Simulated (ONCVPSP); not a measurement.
lead, ONCV: configuration errors across variants

Pb, optimised norm-conserving Vanderbilt (ONCV), made with ONCVPSP 4.0.1 (PBE, scalar-relativistic). Core [Kr] 4d10 4f14, reference 5s2 5p6 5d10 6s2 6p2. Waves: 5s+6s: rc 1.45 bohr, ncon 4, nbas 9, qcut 6.9 1/bohr, 2 projectors; 5p+6p: rc 1.70 bohr, ncon 3, nbas 7, qcut 10 1/bohr, 2 projectors; 5d: rc 1.45 bohr, ncon 4, nbas 9, qcut 9.4 1/bohr, 2 projectors, debl 3.2 Ha. Local part: polynomial inside 0.95 bohr (lpopt 5, dvloc0 -1 Ha). Core correction: Teter function, fcfact 3.25, rcfact 1.7.

All-electron excitation energies from the reference (eV): (1) 5s2 5p6 5d10 6s2 6p1 6.576; (2) 5s2 5p6 5d10 6s2 6p0 20.021; (3) 5s2 5p6 5d10 6s1 6p0 52.431; (4) 5s2 5p6 5d10 6s2 6p1.5 2.492.

Errors AE − PS in meV (a dash: test not solved or not reliable):

```json
{"change": "base", "(1)": "-2.9", "(2)": "-10", "(3)": "-34", "(4)": "-1.0", "bound ghosts": "none", "GHOST(+) flags above zero": "s"}
{"change": "s: qcut 4.6", "(1)": "-2.9", "(2)": "-9.9", "(3)": "-35", "(4)": "-1.0", "bound ghosts": "none", "GHOST(+) flags above zero": "s"}
{"change": "s: qcut 5.2", "(1)": "-2.9", "(2)": "-9.9", "(3)": "-35", "(4)": "-1.0", "bound ghosts": "none", "GHOST(+) flags above zero": "s"}
{"change": "s: qcut 6.6", "(1)": "-2.9", "(2)": "-10", "(3)": "-34", "(4)": "-1.0", "bound ghosts": "none", "GHOST(+) flags above zero": "s"}
{"change": "s: qcut 7.7", "(1)": "-2.9", "(2)": "-10", "(3)": "-34", "(4)": "-1.0", "bound ghosts": "none", "GHOST(+) flags above zero": "s"}
{"change": "s: qcut 10.4", "(1)": "-3.0", "(2)": "-10", "(3)": "-32", "(4)": "-1.0", "bound ghosts": "none", "GHOST(+) flags above zero": "s"}
```

(1) Give the same row for: s: qcut 8.8.

Results:

(1) -2.9, -10, -33, -1.0; bound ghosts: none; GHOST(+) flags above zero: s.
